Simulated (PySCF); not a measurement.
HO2Si, SMILES O=[Si]=[OH+], charge +1.

Geometry: B3LYP-D3(BJ)/def2-TZVP. The isomer is the one that the SMILES or the coordinates give; other isomers of the formula were not compared.

Two levels are set side by side: TDA-PBE/def2-SVPD (PySCF) and TDA-CAM-B3LYP/def2-SVPD (PySCF). Vertical, same geometry. The lowest singlet is HOMO→LUMO 99 % with PBE and HOMO→LUMO 99 % with the other functional; states are paired by order. Differences are taken from unrounded values.

```json
[
 {"quantity": "lowest singlet excitation (eV)", "TDA-PBE": "4.15"},
 {"quantity": "lowest triplet excitation (TDA) (eV)", "TDA-PBE": "3.42"}
]
```

Question: These are the TDA-PBE values. What does TDA-CAM-B3LYP give? (An estimate is asked for; the answer gives what the named calculation found.)

Answer: 
| quantity | TDA-CAM-B3LYP | TDA-PBE minus TDA-CAM-B3LYP |
|---|---|---|
| lowest singlet excitation (eV) | 4.39 | -0.24 |
| lowest triplet excitation (TDA) (eV) | 3.66 | -0.24 |

Functionals without exact exchange tend to place singlet excitations lower, as here. Differences between two approximate levels are no errors against the true value.

Rough cost on one machine, each run with all the roots and properties that it gave: TDA-CAM-B3LYP against TDA-PBE within a factor of 2.
